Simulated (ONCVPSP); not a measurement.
**Lu: excitation energies, all-electron against ONCV**

- Element: lutetium
- Generator: ONCVPSP 4.0.1
- Type: optimised norm-conserving Vanderbilt (ONCV)
- Functional: PBEsol
- Relativity: scalar-relativistic
- Frozen core: [Kr] 4d10
- Valence charge: 25
- Reference configuration: 4f14 5s2 5p6 5d1 6s0.5 (charge +1.5)
- Partial waves: 5s+6s: rc 1.65 bohr, ncon 4, nbas 8, qcut 6.3 1/bohr, 2 projectors; 5p: rc 2.10 bohr, ncon 4, nbas 8, qcut 5.1 1/bohr, 3 projectors, debl 1.8 Ha; 5d: rc 2.55 bohr, ncon 3, nbas 7, qcut 4.8 1/bohr, 2 projectors, debl 0.6 Ha; 4f: rc 0.65 bohr, ncon 4, nbas 9, qcut 21.2 1/bohr, 2 projectors, debl 1.5 Ha
- Local potential: polynomial inside 0.45 bohr (lpopt 5, dvloc0 -1 Ha)
- Core correction: none

Energies are relative to the spin-unpolarised reference configuration 4f14 5s2 5p6 5d1 6s0.5; without spin polarisation the order of configurations can differ from experiment.

```tsv
valence configuration	charge	ΔE all-electron (eV)	error AE − PS (meV)
4f14 5s2 5p6 5d1 6s2	0	-13.244	+3.6
4f14 5s2 5p6 5d1 6s0	+2	7.368	-2.4
4f14 5s2 5p6 5d2 6s1	0	-10.236	-0.1
```

(1) What are ΔE and the potential's error for 4f14 5s2 5p6 5d1 6s1?

Levels in the configuration 4f14 5s2 5p6 5d1 6s0:

```tsv
level	all-electron (eV)	pseudo (eV)
4f	-24.335	-24.335
5s	-75.805	-75.808
5p	-46.357	-46.358
5d	-15.013	-15.014
```

Note: ghosts flagged at negative energy: s at -1731.7 eV, s at -88.2 eV, p at -741.6 eV, d at -354.4 eV; no localised positive-energy state flagged. A true bound ghost makes a file unfit for plane-wave use.

## Answers

(1) ΔE = -5.853 eV all-electron; the error (AE − PS) is +1.7 meV.
